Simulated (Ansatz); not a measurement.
Frontier orbitals of `[F][GeH]([Cl])[GeH3]`.

Charge 0, multiplicity 1. Correlated methods include outer-core shells of Ge, which these sets cover unevenly. Scalar relativity is left out up to krypton. All single points use the PBE0-D4/def2-TZVP geometry. Basis def2-TZVPP, the Gaussian-basis code of Ansatz.

```
functional  HOMO (eV)  LUMO (eV)  gap (eV)
       PBE      -7.19      -1.52      5.67
      PBE0      -8.43      -0.63      7.80
   r2SCANh      -7.96      -0.94      7.02
   LC-ωPBE     -10.99       1.56     12.55
   ωB97X-V     -10.67       1.44     12.11
   ωB97M-V     -10.48       1.23     11.71
```

From PBE to PBE0 the HOMO moves by −1.23 eV and the LUMO by +0.89 eV, and with ωB97M-V by −3.29 and +2.75 eV, so the gap grows from 5.67 to 11.71 eV with exact exchange. A positive LUMO is unbound and depends on the basis.

LC-ωPBE has ω = 0.4 bohr⁻¹.
